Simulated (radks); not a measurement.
Results of a calculation; reference values are marked as such.
Species: W2+. Configuration: [Kr] 4d10 4f14 5s2 5p4 5d6 (not the ground configuration). Code: a radial shooting solver on a logarithmic mesh with Libxc functionals. Model: scalar-relativistic Kohn-Sham, BLYP, spin-polarised, spherical densities, point nucleus; open shells are filled with parallel spins first (spin-orbit coupling, left out, can overturn this in heavy ions).

Unscreened Slater integrals over Kohn-Sham orbitals (cm^-1). They are taken over the spin-up orbitals. Empty in this configuration: 6s.

\begin{tabular}{lr}
integral & value \\ \hline
F0(5d,5d) & 112850 \\
F2(5d,5d) & 58644 \\
F4(5d,5d) & 38712 \\
F0(5d,4f) & 145710 \\
F2(5d,4f) & 34154 \\
F4(5d,4f) & 16130 \\
G1(5d,4f) & 13232 \\
G3(5d,4f) & 11543 \\
G5(5d,4f) & 8998.6 \\
F0(5d,5p) & 130170 \\
F2(5d,5p) & 63326 \\
G1(5d,5p) & 74908 \\
G3(5d,5p) & 46258 \\
F0(5d,6s) & 84974 \\
G2(5d,6s) & 22967 \\
F0(4f,4f) & 333860 \\
F2(4f,4f) & 161150 \\
F4(4f,4f) & 101610 \\
F6(4f,4f) & 73246 \\
F0(4f,5p) & 196170 \\
F2(4f,5p) & 63163 \\
G2(4f,5p) & 28070 \\
G4(4f,5p) & 22638 \\
F0(4f,6s) & 96307 \\
G3(4f,6s) & 3303.4 \\
F0(5p,5p) & 160680 \\
F2(5p,5p) & 86764 \\
F0(5p,6s) & 90484 \\
G1(5p,6s) & 7640.8 \\
F0(6s,6s) & 73580 \\
\end{tabular}

Derived for the open shells (J is the average intra-shell exchange parameter used in DFT+U). 5p: J = F2/5 = 17350 cm^-1. 5d: Racah B = F2/49 - 5 F4/441 = 757.9 cm^-1, C = 35 F4/441 = 3072 cm^-1, C/B = 4.05, F4/F2 = 0.660, J = (F2 + F4)/14 = 6954 cm^-1.
